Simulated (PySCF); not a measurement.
Si(H)2(Me)(NCO) (C₂H₅NOSi), SMILES C[SiH2]N=C=O.

Geometry: ωB97X-D3(BJ)/def2-SVP. One conformer was computed; it need not be the lowest.

Calculation: PBE/def2-TZVP (PySCF).

Symmetry labels are those of the subgroup Cs that the program uses (full group Cs).

Computed valence orbital energies around the gap with their symmetry:
```
orbital  symmetry  energy (eV)
-------  --------  -----------
HOMO−7         A"       -11.26
HOMO−6         A'       -11.11
HOMO−5         A"       -10.34
HOMO−4         A'       -10.03
HOMO−3         A"        -8.66
HOMO−2         A'        -8.56
HOMO−1         A"        -7.11
HOMO           A'        -7.10
LUMO           A'        -0.47
LUMO+1         A'        -0.20
LUMO+2         A"        -0.12
LUMO+3         A'         0.59
```
